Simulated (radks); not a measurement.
The neodymium ion Nd14+, configuration [Kr] 4d10. Calculated with a radial shooting solver on a logarithmic mesh with Libxc functionals: Dirac Kohn-Sham, exchange-only PBE, spin-unpolarised, spherical densities, finite nucleus; Fermi nuclear charge, rms radius 4.9123 fm. Some entries of the table are withheld. Estimate them.

orbital,occ.,eigenvalue (hartree),r(max) (bohr),<r> (bohr)
1s1/2,2,-1603.499,0.01510,0.02363
2s1/2,2,-267.6685,0.08566,0.1005
2p1/2,2,-253.7865,0.06508,0.08422
2p3/2,4,-234.6728,0.07052,0.09064
3s1/2,2,-65.97395,0.2440,0.2658
3p1/2,2,-60.04546,0.2308,0.2555
3p3/2,4,-56.22495,0.2425,0.2678
3d3/2,4,-45.89450,0.1941,0.2392
3d5/2,6,-45.06913,0.1974,0.2431
4s1/2,2,-20.74742,0.5606,0.5953
4p1/2,2,-18.47602,0.5665,0.6075
4p3/2,4,-17.59375,0.5901,0.6323
4d3/2,4,-13.82181,(1),0.6611
4d5/2,6,-13.65619,(2),0.6689
5s1/2,0,(3),1.163,1.192
5p1/2,0,(4),(5),1.246
5p3/2,0,(6),(7),1.282

Answer. 
(1) 4d3/2 r(max) (bohr): 0.5992
(2) 4d5/2 r(max) (bohr): 0.6065
(3) 5s1/2 eigenvalue (hartree): -9.30138
(4) 5p1/2 eigenvalue (hartree): -8.45587
(5) 5p1/2 r(max) (bohr): 1.215
(6) 5p3/2 eigenvalue (hartree): -8.20675
(7) 5p3/2 r(max) (bohr): 1.255
